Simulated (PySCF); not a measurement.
# RhO at PBE0

Computed with PBE0; PySCF, spin-free X2C with a Gaussian nucleus, basis sets Rh x2c-TZVPPall, O x2c-TZVPPall.

| Item | Value |
| --- | --- |
| state | ⁴Δ (quartet), unpaired electrons π ↑↑, δ ↑, a second solution, started from another occupation |
| bond length | 176.4 pm |
| harmonic wavenumber | 756 cm⁻¹ |
| force constant | 4.66 mdyn/Å |
| rotational constant Be | 0.3916 cm⁻¹ |
| anharmonicity ωexe | 4.25 cm⁻¹ |
| vibration–rotation constant αe | 0.00284 cm⁻¹ |
| energy of the minimum from ground-state Rh (4d8 5s1) + O | -3.17 eV |
| bond order (Mayer) | 1.97 |
| dipole moment (positive dipole means Rh(−)O(+)) | -3.94 D |

Spin–orbit coupling is left out, which matters for elements this heavy, above all for dissociation energies.
